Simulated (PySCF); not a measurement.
**Static response to an electric field**

C₆H₉FSi.
Structure used (GFN2-xTB), in Å, numbered top down from 1:
```xyz
17
C6H9FSi angstrom
C      2.7377    1.2891    0.5753
C      2.2107    0.2145    0.5190
C      1.5955   -1.0821    0.3859
F      2.4778   -1.9620   -0.2442
Si    -0.0326   -1.0360   -0.6697
C     -1.3097   -0.0214    0.2841
C     -2.3607   -0.5859    0.8657
C     -1.0876    1.4603    0.3526
H      3.1878    2.2337    0.6506
H      1.4188   -1.5089    1.3819
H      0.3048   -0.4117   -1.9514
H     -0.4506   -2.4300   -0.8263
H     -2.5388   -1.6469    0.8152
H     -3.0902   -0.0104    1.4164
H     -0.1080    1.6757    0.7772
H     -1.8510    1.9467    0.9564
H     -1.1108    1.8873   -0.6491
```

Level: wB97X-D/def2-SVPD (PySCF), static field, nuclei fixed, core orbitals frozen in the response. The polarisability tensor in these axes (au):

```
x   108.56  11.60  -6.21
y    11.60 102.32   3.78
z    -6.21   3.78  79.11
```

**Question.** Diagonalise the tensor; give its mean and Δα, where Δα² is half the sum of the squared differences of the eigenvalues.

**Answer.** Principal values 76.26, 96.09 and 117.64 au; mean 96.66 au = 14.32 Å³ = 15.94 × 10⁻⁴⁰ C²·m²/J; Δα = 35.85 au (37 % of the mean).

**Question.** What is the dipole moment, and where does it point?

**Answer.** (-1.67, 1.52, 0.84) D, 2.41 D in size, pointing from the negative to the positive side. Measured along this direction, the outermost atoms are F4 at the negative end and H16 at the positive end.

**Question.** Estimate the molar refractivity from the static electronic polarisability.

**Answer.** Lorentz–Lorenz: R = (4π/3)N_A α = 2.5225 cm³/(mol·Å³) × 14.32 Å³ = 36.1 cm³/mol, in the limit of long wavelengths.

**Question.** Find the Langevin capture rate constant for NH4+ (18.034 u) meeting this molecule (128.046 u), k = 2.342 × 10⁻⁹ cm³/s × √(α in Å³ / reduced mass in u).

**Answer.** The reduced mass is 15.81 u, so k = 2.23 × 10⁻⁹ cm³/s. The formula leaves out the permanent dipole, which adds to the capture rate.

**Question.** How large is μ²/3kT at 250 K beside α?

**Answer.** In Gaussian units μ²/3kT = 56.01 Å³ against 14.32 Å³, a ratio of 3.91; the Debye molar polarisation (4π/3)N_A(α + μ²/3kT) is 177.4 cm³/mol, leaving out the vibrational part.

Geometry: GFN2-xTB, one conformer, isolated molecule.

These values come from a run that also computed excited states. The run took 1.9 min on Arm Neoverse N1, one thread (shared host), and the process peaked at 1.1 GiB of memory.
